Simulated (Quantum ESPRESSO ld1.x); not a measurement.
The run below uses ld1.x (Quantum ESPRESSO 7.5).

```
 &input
    zed=9.0,
    iswitch=1,
    rel=1,
    dft='PBE',
    config='[He] 2s2 2p2.75 3p0.25 3s0 3d0 4p0 4f0',
    verbosity='high',
    prefix='ld1',
    max_out_wfc=37,
    file_charge='ld1.rho',
 /
```

Command: `OMP_NUM_THREADS=1 ld1.x < ld1.in > ld1.out`

Standard output:

```
     Program LD1 v.7.5 starts

     --------------------------- All-electron run ----------------------------

     scalar relativistic calculation

     atomic number is  9.00
     dft =PBE   lsd =0 sic =0 latt =0  beta=0.20 tr2=1.0E-14
     Exchange-correlation= PBE
                           (   1   4   3   4   0   0   0)
     mesh =1851 r(mesh) =  99.76081 a.u. xmin = -8.00 dx = 0.00800
     1 Ry =  13.60569312 eV, c = 137.03599908

     n l     nl                  e(Ry)          e(Ha)          e(eV)
     1 0     1S 1( 2.00)     -52.554539499     -26.277269750   -715.0409366
     2 0     2S 1( 2.00)      -5.232067407      -2.616033703    -71.1859035
     2 1     2P 1( 2.75)      -3.843104965      -1.921552483    -52.2881068
     3 1     3P 1( 0.25)      -0.975849951      -0.487924976    -13.2771150
     3 0     3S 1( 0.00)      -1.247037357      -0.623518679    -16.9668076
     3 2     3D 1( 0.00)      -0.664892359      -0.332446180     -9.0463214
     4 1     4P 1( 0.00)      -0.437888966      -0.218944483     -5.9577829
     4 3     4F 1( 0.00)      -0.306846878      -0.153423439     -4.1748645

     final scf error:  1.1E-15 reached in  26 iterations

     Etot =    -194.546355 Ry,     -97.273177 Ha,   -2646.938004 eV

     Ekin =     194.521723 Ry,      97.260862 Ha,    2646.602870 eV
     Encl =    -444.386585 Ry,    -222.193293 Ha,   -6046.187504 eV
     Eh   =      73.221775 Ry,      36.610887 Ha,     996.232997 eV
     Exc  =     -17.903268 Ry,      -8.951634 Ha,    -243.586367 eV

     normalization and overlap integrals

     s(1S/1S) =  1.000000  <r> =   0.1762  <r2> =    0.0419  r(max) =   0.1147
     s(1S/2S) = -0.000308
     s(1S/3S) = -0.000107
     s(2S/2S) =  1.000000  <r> =   0.9088  <r2> =    0.9839  r(max) =   0.7340
     s(2S/3S) = -0.000052
     s(2P/2P) =  1.000000  <r> =   0.8805  <r2> =    0.9721  r(max) =   0.6458
     s(2P/3P) = -0.000039
     s(2P/4P) = -0.000022
     s(3P/3P) =  1.000000  <r> =   3.2326  <r2> =   12.0387  r(max) =   2.8371
     s(3P/4P) = -0.000012
     s(3S/3S) =  1.000000  <r> =   2.8887  <r2> =    9.5239  r(max) =   2.5365
     s(3D/3D) =  1.000000  <r> =   3.7183  <r2> =   16.0976  r(max) =   3.1480
     s(4P/4P) =  1.000000  <r> =   6.7731  <r2> =   52.1312  r(max) =   6.6245
     s(4F/4F) =  1.000000  <r> =   7.1073  <r2> =   56.4970  r(max) =   6.2138

     ------------------------ End of All-electron run ------------------------
```

Run on one thread of a shared host, so times are rough (Intel(R) Xeon(R) Processor @ 2.60GHz): 0.38 s of CPU time, 1.6 s wall, 26 iterations on 1851 mesh points.
